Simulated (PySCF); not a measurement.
## Telling isomers of C₄H₈O₃ apart by NMR

Level of theory: shielding tensors at PBE0/pcSseg-1 (GIAO), GFN2-xTB structure, in PySCF 2.14 (one averaged value for each set of equivalent atoms, one computed conformer, isolated molecule, non-relativistic).

Shifts are taken against calculated references (same method and geometry level): 1H, 13C against TMS. Where no couplings were computed, multiplicities follow the n + 1 count of equivalent neighbours, and m marks all less simple cases (inequivalent or close neighbours, rings, F or P nearby). Acid and N–H amide carbonyl carbons lie up to 10 ppm further downfield in solution (hydrogen bonding). Shifts are as computed. Against solution values, carbons near 30 ppm lie about +3 ppm off and those near 130 ppm about +5 ppm. Of 1211 compounds with measured shifts, 218 miss one by over three times the rms of a fit or turn the order of signals round; such compounds aren't used in these exercises. OH and NH positions are gas-phase values without hydrogen bonding to other molecules.

(1) Tabulate the signals of `COCCC(=O)O`, `COCOC(C)=O`, `CC1OCOCO1` and their relative energies.

(2) What is the quickest way to tell COCCC(=O)O from COCOC(C)=O?

(3) What is the quickest way to tell COCCC(=O)O from CC1OCOCO1?

(4) What is the quickest way to tell COCOC(C)=O from CC1OCOCO1?

## Answers

(1) 
```tsv
SMILES	carbon types	δC	δH	E rel. (kcal/mol)
COCCC(=O)O	1×C 2×CH2 1×CH3	176.4, 72.6, 61.6, 36.0	6.11 (br s, 1H), 3.63 (t, 2H), 3.58 (s, 3H), 2.75 (t, 2H)	0.0
COCOC(C)=O	1×C 1×CH2 2×CH3	175.2, 97.9, 59.1, 23.0	5.45 (s, 2H), 3.64 (s, 3H), 2.07 (s, 3H)	3.9
CC1OCOCO1	1×CH 2×CH2 1×CH3	102.7, 96.2, 23.6	5.39 (m, 2H), 5.15 (m, 2H), 4.92 (m, 1H), 1.39 (d, 3H)	14.0
```

Energies are electronic energies at PBE0/pcSseg-1 on these geometries, without zero-point or thermal terms, each for the one conformer computed, which needn't be the lowest.

(2) Both give the same number of carbon signals, but DEPT or the intensities differ. The first has an sp3 CH2 α to a carbonyl at 36.0 ppm, the second a methyl carbon α to a carbonyl (CH3) at 23.0 ppm. Their most deshielded carbons lie at 176.4 and 175.2 ppm. In the proton spectra the most deshielded non-exchanging signals are 3.63 (t, 2H) and 5.45 (s, 2H).

(3) Count the carbon signals: 4 against 3. The first has a carboxylic acid carbon (C) at 176.4 ppm, the second an sp3 carbon bearing two oxygens (CH) at 102.7 ppm. In the proton spectra the most deshielded non-exchanging signals are 3.63 (t, 2H) and 5.39 (m, 2H).

(4) Count the carbon signals: 4 against 3. The first has an ester carbonyl carbon (C) at 175.2 ppm, the second an sp3 carbon bearing two oxygens (CH) at 102.7 ppm.
